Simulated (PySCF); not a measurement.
## Correlation energy of Cr⁺ (chromium, charge +1)

[Ar] 3d5, high-spin 6S determinant. All numbers are calculated (PySCF 2.14, the spin-free X2C one-electron Hamiltonian (Gaussian nucleus), in aug-cc-pVDZ-DK (7s6p4d2f, 59 functions)). Frozen: [Ar]; 5 electrons correlated.

```tsv
level	correlation energy (mhartree)
CCSD	-72.19
(T)	-0.87
CCSD(T)	-73.06
```

Diagnostics: T1 = 0.011, D1 = 0.0158, largest double amplitude 0.032.

Cost of the coupled-cluster step: about 1.2 core-seconds, for 5 correlated electrons.

Iterations:

```
CC2 = 0
CCSD nocc = (np.int64(5), np.int64(0)), nmo = (50, 50)
frozen orbitals [[0, 1, 2, 3, 4, 5, 6, 7, 8], [0, 1, 2, 3, 4, 5, 6, 7, 8]]
max_cycle = 100
direct = 0
conv_tol = 1e-08
conv_tol_normt = 1e-06
diis_space = 8
diis_start_cycle = 0
Init t2, MP2 energy = -0.0661500289227942
Init E_corr(UCCSD) = -0.0661500289289302
cycle = 1  E_corr(UCCSD) = -0.0711714239744378  dE = -0.00502139505  norm(t1,t2) = 0.0282389
cycle = 2  E_corr(UCCSD) = -0.0720035466627792  dE = -0.000832122688  norm(t1,t2) = 0.00668743
cycle = 3  E_corr(UCCSD) = -0.0721699104701297  dE = -0.000166363807  norm(t1,t2) = 0.00323509
cycle = 4  E_corr(UCCSD) = -0.0721959701653309  dE = -2.60596952e-05  norm(t1,t2) = 0.000456304
cycle = 5  E_corr(UCCSD) = -0.0721888120488418  dE = 7.15811649e-06  norm(t1,t2) = 0.000108619
cycle = 6  E_corr(UCCSD) = -0.0721891664007764  dE = -3.54351935e-07  norm(t1,t2) = 1.65945e-05
cycle = 7  E_corr(UCCSD) = -0.0721893695626545  dE = -2.03161878e-07  norm(t1,t2) = 5.37232e-06
cycle = 8  E_corr(UCCSD) = -0.0721893622092026  dE = 7.35345196e-09  norm(t1,t2) = 5.53538e-07
UCCSD converged
E(UCCSD) = -1049.504826404978  E_corr = -0.07218936220920256
UCCSD(T) correction = -0.000871776000387083
```
